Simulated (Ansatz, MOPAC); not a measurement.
Species: SrCl, charge 0, multiplicity 2. SMILES: [Sr][Cl]
Coordinates optimised at B3LYP-D3(BJ)/def2-TZVP (Ansatz, a quantum-chemistry and plane-wave program):
```
Sr
Cl 1 2.5987
```
Charge 0, spin multiplicity 2.

Wanted: size of the dipole moment, in D. Conventions: 6-31G* and kin with 6d, 5d where marked; LANL2DZ with its own core potentials from Na on; def2 sets with scalar-relativistic core potentials past Kr; no spin-orbit coupling; STO-3G and 3-21G all-electron and non-relativistic; open shells spin-unrestricted. Ab initio and DFT rows: single points at B3LYP-D3(BJ) geometries (Ansatz). Semi-empirical rows: dipoles at the shared geometry. The spin state of an ion or metal species was assumed, not searched.

| level | program | size of the dipole moment (D) |
|---|---|---|
| PM6 | MOPAC | 4.53 |
| MNDO | MOPAC | 3.33 |
| PBE/3-21G | Ansatz | 6.00 |
| PBE/def2-SVP | Ansatz | 4.42 |
| PBE/6-31G* with LANL2DZ past Ar | Ansatz | 5.49 |
| BLYP/6-31G* with LANL2DZ past Ar | Ansatz | 5.57 |
| B3LYP/STO-3G | Ansatz | 6.71 |
| B3LYP/3-21G | Ansatz | 6.38 |
| B3LYP/6-31G* with LANL2DZ past Ar | Ansatz | 5.81 |

No value to compare with is used here. The 9 habitual levels span 3.33 (MNDO) to 6.71 D (B3LYP/STO-3G).

The levels are drawn from those run, B3LYP/6-31G* more often than the rest, none by its result; runs whose electronic state is in doubt are left out.
